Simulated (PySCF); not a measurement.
# Zn: excitation energy

Zn [Ar] 3d10 4s2 (1S) → Zn [Ar] 3d9 4s2 4p1 (high-spin determinant), as a difference of total energies. All numbers are calculated (PySCF 2.14, scalar relativity by spin-free X2C-1e, in x2c-TZVPPall). Correlated levels: valence and next inner shell: [Ne] frozen. The calculations carry no spin-orbit coupling.

| method | excitation energy (eV) |
| --- | --- |
| UHF | 9.190 |
| MP2 (valence and next inner shell) | 12.213 |
| SCS-MP2 (valence and next inner shell) | 11.826 |
| CCSD (valence and next inner shell) | 11.172 |
| CCSD(T) (valence and next inner shell) | 11.295 |

Task: How much does correlation contribute at CCSD(T) (valence and next inner shell)?

Result: 11.295 − (9.190) = 2.105 eV, measured against UHF.

A first-order spin-orbit estimate (lowest level to lowest level, LS coupling) adds -0.100 eV.

The upper state lies above the first ionisation limit, where it may autoionise and the basis confines it.

The basis was made for the ground configuration and has no added diffuse functions, so the excitation energy can come out too high.

The determinant of the upper state mixes LS terms, which raises its energy above the lowest term, most at the Hartree-Fock and MP2 levels.
